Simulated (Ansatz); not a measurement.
`FB[CH2][GaH][F]` + H–F → `F[CH2][GaH][F]` + `BF`  (substitution at a C–B bond)

Calculated with Ansatz (gas phase, PBE0-D4/def2-TZVP geometries, no zero-point term in ΔE). CCSD(T)/CBS is the MP2 limit (def2-TZVPP, def2-QZVPP) plus CCSD(T) − MP2 in def2-TZVPP, frozen cores. This one scheme is used for every species. DFT in def2-TZVPP. HSE06 is defined as in plane-wave codes. For Ga outer-core shells are correlated without core-valence functions, which leaves a few kJ/mol of doubt a bond. Scalar relativity is left out up to krypton. Each species was taken in one conformer, which may not be the lowest.

```tsv
level	ΔE (kJ/mol)
BLYP-D4	134.2
PBE0-D4	153.4
HSE06	150.2
HF/def2-SVP	121.3
SCS-MP2/def2-TZVPP	151.0
CCSD/def2-TZVPP	151.0
MP2/def2-QZVPP	167.8
CCSD/CBS(def2)	155.0
```

(1) What does CCSD(T)/CBS give? (Estimate.)

(2) What do rigid-rotor, harmonic-oscillator terms from PBE0-D4/def2-TZVP frequencies (298.15 K, 1 bar) make of the CCSD(T)/CBS value? (An estimate is asked.)

Largest T1 diagnostic among the species: 0.014.

## Answers

(1) Computed: +157.7 kJ/mol. The listed levels differ from it by -23.5, -4.3, -7.5, -36.4, -6.7, -6.7, 10.1, -2.7 kJ/mol.

(2) Ansatz gave: ΔZPE = -0.5 kJ/mol, ΔH = +155.2 kJ/mol, ΔS = 11 J/(mol·K), ΔG = +152.1 kJ/mol. Modes under 50 cm⁻¹ make the entropy rough.

Leaving LDA and LC-ωPBE aside and taking each functional with its dispersion term where it has one, the values, not all of them listed here, spread over 24.8 kJ/mol, from BLYP-D4 to PBE-QIDH. LDA lies +14.2 kJ/mol from PBE without D4. From BLYP to BHLYP (50 % exact exchange), in def2-TZVPP and without D4, ΔE moves by +10.7 kJ/mol.

CCSD(T)/CBS has its own doubt, a few kJ/mol and more with outer-core shells, so smaller differences from it don't rank the levels.
